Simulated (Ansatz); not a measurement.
## Competing steps

Reactants: C₂H₈Ge ([CH3][GeH2][CH3]) (brackets give SMILES or just the links). Saddle points were found for several chosen steps; others may exist. Gas-phase electronic energies, without zero-point energy, by CCSD(T) at an estimated basis limit (MP2 extrapolated from triple and quadruple zeta, plus CCSD(T) − MP2 in triple zeta); Ansatz 0.2.0, def2-TZVPP and QZVPP, frozen cores, on PBE0-D4/def2-TZVP structures. Extrapolation: Hartree–Fock as exp(−7.88 √X), correlation as X^−2.97. No counterpoise correction.

**Question.** Rank the steps by the energy of their saddle points, lowest first, and give each saddle's height above the lowest. (Judge from chemistry; the value comes from the calculation.)
A. 1,1-elimination, to C₂H₆Ge ([CH3][Ge][CH3]) + H₂ (breaks or loosens Ge–H, Ge–H; forms H–H)
B. 1,2-elimination, to CH₄Ge ([CH2][GeH2]) + CH₄ (breaks or loosens C–Ge, C–H; forms C–H)

**Answer.** By the calculation: A (0.00 kcal/mol), B (41.72 kcal/mol). Heights count from the lowest.

The lowest of these saddles lies at 57.85 kcal/mol relative to the reactant.

**Question.** Does the lowest of these saddles lead to the lowest end structure (the products still in contact)? (Judge from chemistry; the calculation decides.)

**Answer.** By the calculation: Yes. Relative to the reactant, the ends lie at 41.26 (C₂H₆Ge ([CH3][Ge][CH3]) + H₂); 45.18 (CH₄Ge ([CH2][GeH2]) + CH₄) kcal/mol.

The T1 diagnostic stays at or below 0.013. The restricted Hartree–Fock reference is unstable towards an unrestricted one at one or more of these structures. The filled d shells of Ge are correlated in sets not built for that, so values that involve them are less sure.

For scale, one of the runs: CCSD(T)/def2-TZVPP, 222 basis functions, launched by `ansatz run in.yaml --threads 4 --pin off --events-out ev --progress --plain --max-ram 9574MiB`. The run took 96 s on 4 CPU threads of an Arm Neoverse V2 (shared host), with 3.5 GiB of host memory at its peak.
